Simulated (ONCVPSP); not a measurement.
**O (Z = 8): ONCV pseudisation with PBE, scalar-relativistic reference atom.**

ONCVPSP 4.0.1 was run on this input:

```
# ATOM AND REFERENCE CONFIGURATION
# atsym  z   nc   nv     iexc    psfile
  O 8.00    1    2        4      upf
#
#   n    l    f
    1    0    2.00
    2    0    2.00
    2    1    4.00
#
# PSEUDOPOTENTIAL AND OPTIMIZATION
# lmax
    2
#
#   l,   rc,      ep,       ncon, nbas, qcut
    0    0.85    0.00    4    8    8.20
    1    1.90    0.00    4    8    7.30
    2    1.55    0.19    4    8    5.60
#
# LOCAL POTENTIAL
# lloc, lpopt,  rc(5),   dvloc0
    4    5    0.75    2.00
#
# VANDERBILT-KLEINMAN-BYLANDER PROJECTORs
# l, nproj, debl
    0    3    1.00
    1    2    0.40
    2    2    2.40
#
# MODEL CORE CHARGE
# icmod, fcfact, rcfact
    2    0.40    1.10
#
# LOG DERIVATIVE ANALYSIS
# epsh1, epsh2, depsh
   -2.00    5.00    0.02
#
# OUTPUT GRID
# rlmax, drl
    6.00    0.01
#
# TEST CONFIGURATIONS
# ncnf
    4
# nvcnf
#   n    l    f
    2
    2    0    2.00
    2    1    3.00
#
    2
    2    0    2.00
    2    1    2.00
#
    2
    2    0    2.00
    2    1    1.00
#
    2
    2    0    2.00
    2    1    3.50
#
```

Command:

```bash
oncvpsp.x < O.dat > O.out
```

The program printed (shortened: citation, most of the input echo, consistency checks and plot data are left out):

```
ONCVPSP  (Optimized Norm-Conservinng Vanderbilt PSeudopotential)
scalar-relativistic version 4.0.1

#   n    l    f        energy (Ha)
    1    0    2.00    -1.8914769E+01
    2    0    2.00    -8.8057190E-01
    2    1    4.00    -3.3186936E-01

Reference configufation results
  iterations    20
  all-electron total energy (Ha)   -7.50018258D+01

Begin loop to  construct optimized pseudo wave functions
and semi-local pseudopoentials for all angular momenta

   Wellstate for l =  0  n =  3
     eigenvalue =   0.1194
     asymptotic potential =   0.6194
     half-point radius =  6.9952

   Wellstate for l =  0  n =  4
     eigenvalue =   1.1194
     asymptotic potential =   1.6194
     half-point radius =  4.5428

Calculating optimized projector #   1

 for l=   0

    Fraction of norm inside rc  0.322440
    Optimizing pswf for qcut=   8.20 a_B^-1,  ecut=  33.61 Ha
    Residual kinetic energy error=  1.81D-03 Ha

    Energy error per electron        Cutoff
         Ha          eV             Ha
         0.01000     0.27211       24.55
         0.00100     0.02721       39.77
         0.00010     0.00272      207.64
         0.00001     0.00027      249.51

Calculating optimized projector #   2

 for l=   0

    Fraction of norm inside rc  0.028335
    Optimizing pswf for qcut=   8.20 a_B^-1,  ecut=  33.61 Ha
    Residual kinetic energy error=  2.02D-04 Ha

    Energy error per electron        Cutoff
         Ha          eV             Ha
         0.01000     0.27211        4.92
         0.00100     0.02721       25.56
         0.00010     0.00272       38.34
         0.00001     0.00027      191.38

Calculating optimized projector #   3

 for l=   0

    Fraction of norm inside rc  0.042715
    Optimizing pswf for qcut=   8.20 a_B^-1,  ecut=  33.61 Ha
    Residual kinetic energy error=  4.30D-04 Ha

    Energy error per electron        Cutoff
         Ha          eV             Ha
         0.01000     0.27211       15.80
         0.00100     0.02721       29.49
         0.00010     0.00272       55.78
         0.00001     0.00027      274.68

   Wellstate for l =  1  n =  3
     eigenvalue =   0.0681
     asymptotic potential =   0.5681
     half-point radius = 15.6732

Calculating optimized projector #   1

 for l=   1

    Fraction of norm inside rc  0.836672
    Optimizing pswf for qcut=   7.29 a_B^-1,  ecut=  26.57 Ha
    Residual kinetic energy error=  2.17D-06 Ha

    Energy error per electron        Cutoff
         Ha          eV             Ha
         0.01000     0.27211       15.12
         0.00100     0.02721       19.16
         0.00010     0.00272       22.25
         0.00001     0.00027       25.06

Calculating optimized projector #   2

 for l=   1

    Fraction of norm inside rc  0.024764
    Optimizing pswf for qcut=   7.29 a_B^-1,  ecut=  26.57 Ha
    Residual kinetic energy error=  2.90D-07 Ha

    Energy error per electron        Cutoff
         Ha          eV             Ha
         0.01000     0.27211        8.64
         0.00100     0.02721       14.50
         0.00010     0.00272       18.98
         0.00001     0.00027       22.40

   Wellstate for l =  2  n =  3
     eigenvalue =   0.1900
     asymptotic potential =   0.6900
     half-point radius = 11.0416

   Wellstate for l =  2  n =  4
     eigenvalue =   2.5900
     asymptotic potential =   3.0900
     half-point radius =  2.9284

Calculating optimized projector #   1

 for l=   2

    Fraction of norm inside rc  0.002066
    Optimizing pswf for qcut=   5.59 a_B^-1,  ecut=  15.61 Ha
    Residual kinetic energy error=  2.07D-06 Ha

    Energy error per electron        Cutoff
         Ha          eV             Ha
         0.01000     0.27211        0.55
         0.00100     0.02721        1.82
         0.00010     0.00272        6.15
         0.00001     0.00027       11.80

Calculating optimized projector #   2

 for l=   2

    Fraction of norm inside rc  0.258395
    Optimizing pswf for qcut=   5.59 a_B^-1,  ecut=  15.61 Ha
    Residual kinetic energy error=  3.66D-03 Ha

    Energy error per electron        Cutoff
         Ha          eV             Ha
         0.01000     0.27211       12.86
         0.00100     0.02721       18.69
         0.00010     0.00272       37.48
         0.00001     0.00027       91.30

Construct Vanderbilt / Kleinmman-Bylander projectors

B matrix Hermiticity error, ll=   0
   1   2    3.1135E-05
   1   3   -8.4707E-05
   2   3    1.3844E-05

  Orthonormal projector coefficients -3.0285E+02  1.8357E+01  5.1273E+00

B matrix Hermiticity error, ll=   1
   1   2    6.2935E-06

  Orthonormal projector coefficients -1.8212E+00 -1.1578E+00

B matrix Hermiticity error, ll=   2
   1   2    6.4936E-06

  Orthonormal projector coefficients -4.7968E+00 -2.5680E+00

Model core correction analysis
  based on d2Exc/dn_idn_j

d2excae - all-electron derivatives

   -5.340139D-02   -4.550065D-02
   -4.550282D-02   -4.343596D-02

d2excps - pseudofunction derivatives with no core correction

   -5.222158D-02   -4.691045D-02
   -4.691184D-02   -4.372221D-02

rms 2nd derivative error    1.166913E-03

amplitude prefactor, scale prefactor
    8.4897    1.2390

d2excps - pseudofunction derivatives with core correction

   -5.137019D-02   -4.703917D-02
   -4.704004D-02   -4.407499D-02

rms 2nd derivative error    1.521859E-03

Pseudoatom total energy  -15.458998

Diagnostic tests using Vanderbilt-Kleinman-Bylander pseudopotentials
  1 or more projectors used as specified by nproj input data

   l    rcore       rmatch      e in        delta e   norm test  slope test

   0   0.8532584   0.8791652  -0.8805719  -0.0000165   1.0000466   1.0007280
   0   0.8532584   0.8791652   0.1194281   0.0000148   1.0001706   1.0001706
   0   0.8532584   0.8791652   1.1194281   0.0000221   1.0002102   1.0002102

   1   1.9019978   1.9597466  -0.3318694  -0.0000009   1.0000352   1.0000397
   1   1.9019978   1.9597466   0.0681306   0.0000001   1.0000659   1.0000659

   2   1.5519534   1.5990740   0.1900000   0.0000063   1.0000311   1.0000311
   2   1.5519534   1.5990740   2.5900000   0.0000175   1.0001325   1.0001325

 Testing for bound ghosts
   n   l    E NL Schr. Eq   E Basis Diag.   E Cutoff

       0                      -20.784788    476.50  WARNING - GHOST(-)
   1   0       -0.880588       -0.823037    476.50

   2   1       -0.331870       -0.331328     83.67

 Testing for highly-localized positive-energy ghosts
       l    <radius>/rc     E Basis Diag.   E Cutoff

Test configuration 0

   n   l     f        eae           eps        diff
   1   0  2.0000  -18.91476935
   2   0  2.0000   -0.88057190   -0.88058838   -1.65D-05
   2   1  4.0000   -0.33186936   -0.33187028   -9.23D-07

    Total energies and differences
      AE_ref= -7.50018258D+01  AE_tst= -7.50018258D+01  dif=  0.00D+00
      PS_ref= -1.54589977D+01  PS_tst= -1.54589977D+01  dif=  1.60D-14
      PSP excitation error= -1.60D-14

Test configuration 1

   n   l     f        eae           eps        diff
   1   0  2.0000  -19.60819054
   2   0  2.0000   -1.45761465   -1.45595610    1.66D-03
   2   1  3.0000   -0.89851879   -0.89008043    8.44D-03

    Total energies and differences
      AE_ref= -7.50018258D+01  AE_tst= -7.43980121D+01  dif=  6.04D-01
      PS_ref= -1.54589977D+01  PS_tst= -1.48582699D+01  dif=  6.01D-01
      PSP excitation error=  3.09D-03

Test configuration 2

   n   l     f        eae           eps        diff
   1   0  2.0000  -20.49678569
   2   0  2.0000   -2.14418580   -2.13155714    1.26D-02
   2   1  2.0000   -1.58911092   -1.55412251    3.50D-02

    Total energies and differences
      AE_ref= -7.50018258D+01  AE_tst= -7.31637494D+01  dif=  1.84D+00
      PS_ref= -1.54589977D+01  PS_tst= -1.36437682D+01  dif=  1.82D+00
      PSP excitation error=  2.28D-02

Test configuration 3

   n   l     f        eae           eps        diff
   1   0  2.0000  -21.56493167
   2   0  2.0000   -2.92121457   -2.88219044    3.90D-02
   2   1  1.0000   -2.38713604   -2.29817774    8.90D-02

    Total energies and differences
      AE_ref= -7.50018258D+01  AE_tst= -7.11841145D+01  dif=  3.82D+00
      PS_ref= -1.54589977D+01  PS_tst= -1.17233920D+01  dif=  3.74D+00
      PSP excitation error=  8.21D-02

Test configuration 4

   n   l     f        eae           eps        diff
   1   0  2.0000  -19.23557616
   2   0  2.0000   -1.15363347   -1.15358289    5.06D-05
   2   1  3.5000   -0.59818768   -0.59562473    2.56D-03

    Total energies and differences
      AE_ref= -7.50018258D+01  AE_tst= -7.47708363D+01  dif=  2.31D-01
      PS_ref= -1.54589977D+01  PS_tst= -1.52285237D+01  dif=  2.30D-01
      PSP excitation error=  5.15D-04
```

Note: ghosts flagged at negative energy: s at -565.6 eV; no localised positive-energy state flagged. A true bound ghost makes a file unfit for plane-wave use.

The run took about 2.5 s on one core of a shared server CPU.
